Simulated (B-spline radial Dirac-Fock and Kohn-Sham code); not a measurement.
## How the settings move the core levels of Hg

ΔSCF core binding energies without Breit or QED terms, calculated with a radial B-spline solver. Keys: rel is the Hamiltonian (dirac, or spin-free x2c and nr, where L3 and M5 stand for the whole 2p and 3d shells), method is hf or an exchange,correlation pair (spin-unpolarised, also for the hole states), nuc the nuclear model, radius_factor scales its radius, rmax is the box in bohr, h the logarithmic mesh step, order the B-spline order, points the quadrature points per cell, c_factor scales the speed of light, and damp, ndamp, maxit and tol steer the iteration. The run stops when the commutator error falls below 10·tol·max(1, Z/10), or the numerical noise floor, and the energy has settled to about 1e-8 Ha; the virial ratio is −V/T.

Base input:

```json
{"items": [{"Z": 80, "q": 0, "cfg": [[1, 0, 2], [2, 0, 2], [2, 1, 6], [3, 0, 2], [3, 1, 6], [3, 2, 10], [4, 0, 2], [4, 1, 6], [4, 2, 10], [4, 3, 14], [5, 0, 2], [5, 1, 6], [5, 2, 10], [6, 0, 2]], "A": 202, "rrms": 5.4648, "do": "settings", "holes": ["K", "L3", "M5"],
  "settings": [{"rel": "dirac", "method": "hf", "nuc": "fermi", "radius_factor": 1.0, "rmax": 45.0, "h": 0.3, "order": 8, "points": 10, "c_factor": 1.0, "maxit": 60, "damp": 0.5, "ndamp": 3, "tol": 1e-08}]}]}
```

The ground state converged in 11 iterations, with total energy -19648.87252 Ha, virial ratio 1.86773 and highest orbital energy -8.93 eV. ΔSCF binding energies: K (1s) 83558.7 eV, L3 (2p3/2) 12326.4 eV, M5 (3d5/2) 2305.9 eV.

Changes from the base run:

```
                                   changed setting  Δ total energy (Ha)  Δ K (eV)  Δ L3 (eV)  Δ M5 (eV)  iterations
                                  c_factor = 100.0                    ?         ?          ?          ?           ?
nuc = "gauss"; radius_factor = 0.8; c_factor = 0.8           -975.89297  +6439.35     +18.16     -40.20          12
              h = 0.5; order = 5; c_factor = 100.0          +1242.92964  -8035.71     -76.32     +61.24          10
                                    c_factor = 0.8           -971.16436  +6390.35     +18.50     -40.12          12
               rel = "nr"; rmax = 30.0; damp = 0.2          +1239.88114  -8030.56     -78.46     +58.40          10
                                           h = 0.5             +0.54557     +0.38      +0.32      +0.70          11
                                        rel = "nr"          +1239.88114  -8030.56     -78.46     +58.40          11
                                     nuc = "gauss"             -0.03778     +0.41       0.00       0.00          11
                                         order = 9             -0.00005      0.00       0.00       0.00          11
                h = 0.5; order = 9; c_factor = 0.8           -970.58364  +6390.54     +18.64     -39.51          12
                                       rmax = 30.0              0.00000      0.00       0.00       0.00          11
                                        damp = 0.0              0.00000      0.00       0.00       0.00          13
                                      tol = 0.0001              0.00000      0.00       0.00       0.00           8
                                       tol = 1e-06              0.00000      0.00       0.00       0.00           9
```

Q: What does the change c_factor = 100.0 do?

A: The total energy moves by +1240.42528 Ha and the binding energies by K -8037.49 eV, L3 -78.43 eV, M5 +58.38 eV; the run takes 9 iterations.
